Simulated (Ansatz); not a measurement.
Reaction (homolysis of the Si–Si bond): `O[SiH2][SiH2][GeH3]` → `[SiH2][GeH3]`• + `O[SiH2]`•

Gas-phase electronic energies from Ansatz, PBE0-D4/def2-TZVP geometries. CCSD(T)/CBS is the MP2 limit (def2-TZVPP, def2-QZVPP) plus CCSD(T) − MP2 in def2-TZVPP, frozen cores. This one scheme is used for every species. DFT in def2-TZVPP. B3LYP here is the variant with VWN-RPA as its local correlation; programs differ in this. Open shells (•) are unrestricted, without spin–orbit coupling. For Ge outer-core shells are correlated without core-valence functions, which leaves a few kJ/mol of doubt a bond. Scalar relativity is left out up to krypton. Each species was taken in one conformer, which may not be the lowest.

`O[SiH2][SiH2][GeH3]`:

Z-matrix (Å, degrees):
```
Si
Si 1 2.335
O 1 1.654 2 105.8
H 1 1.493 2 109.8 3 -120.1
H 1 1.492 2 112.2 3 121.3
Ge 2 2.380 1 109.7 3 49.3
H 2 1.489 1 110.8 3 -71.9
H 2 1.490 1 108.8 3 169.3
H 3 0.958 1 117.8 2 179.2
H 6 1.538 2 110.0 1 54.3
H 6 1.539 2 111.0 1 174.1
H 6 1.536 2 110.4 1 -65.5
```

`[SiH2][GeH3]`•:

Cartesian coordinates in Å:
```
Si 0.542 -0.881 0.982
Ge -0.409 0.348 -0.808
H 1.972 -0.550 1.232
H -0.228 -0.767 2.251
H -1.863 -0.098 -1.024
H -0.400 1.865 -0.536
H 0.385 0.083 -2.097
```

`O[SiH2]`•:

Cartesian coordinates in Å:
```
O 0.497 -0.357 -0.943
Si 0.138 0.169 0.581
H 0.498 0.297 -1.645
H -1.139 0.951 0.598
H 0.007 -1.060 1.409
```

| level | ΔE (eV) | difference from CCSD(T)/CBS |
| --- | --- | --- |
| PBE-D4 | 3.21 | -0.21 |
| r2SCAN-D4 | 3.11 | -0.31 |
| B3LYP-D4 | 3.21 | -0.21 |
| ωB97X-V | 3.44 | 0.02 |
| ωB97M-V | 3.41 | -0.01 |
| B2PLYP | 3.18 | -0.24 |
| PBE | 3.11 | -0.31 |
| r2SCAN | 3.08 | -0.34 |
| B3LYP | 3.05 | -0.37 |
| HF/def2-TZVPP | 2.42 | -1.00 |
| SCS-MP2/def2-TZVPP | 3.34 | -0.08 |
| CCSD(T)/def2-TZVPP | 3.30 | -0.12 |
| HF/def2-QZVPP | 2.40 | -1.02 |
| MP2/def2-QZVPP | 3.39 | -0.03 |
| HF/CBS(def2) | 2.40 | -1.02 |
| MP2/CBS(def2) | 3.44 | 0.02 |
| CCSD(T)/CBS | 3.42 | 0 |

Largest T1 diagnostic among the species: 0.015.

From PBE to PBE0 (25 % exact exchange), in def2-TZVPP and without D4, ΔE moves by +0.06 eV. In def2-TZVPP, CCSD(T) changes the Hartree–Fock value by +0.89 eV (the triples alone add +0.07 eV) and MP2 by +0.91 eV; breaking electron pairs costs correlation energy, which Hartree–Fock lacks.
